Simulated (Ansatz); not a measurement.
Ansatz results at the PBE0-D4/def2-TZVP geometry: HOMO–LUMO gap (B3LYP/def2-TZVPP) 7.14 eV; LUMO energy (B3LYP/def2-TZVPP) -0.86 eV; HOMO–LUMO gap (PBE/def2-TZVPP) 5.29 eV.

Which molecule gave them?
A. `OC(Cl)Br`
B. `CB1O[SiH2]1`
C. `[SiH3]C1BO1`
D. `[SiH3]B1CO1`

C. The others give `[SiH3]B1CO1`: 6.42, -1.33, 4.60; `CB1O[SiH2]1`: 5.81, -0.81, 4.22; `OC(Cl)Br`: 6.81, -1.17, 5.00.

B3LYP here is the variant with VWN-RPA as its local correlation; programs differ in this.
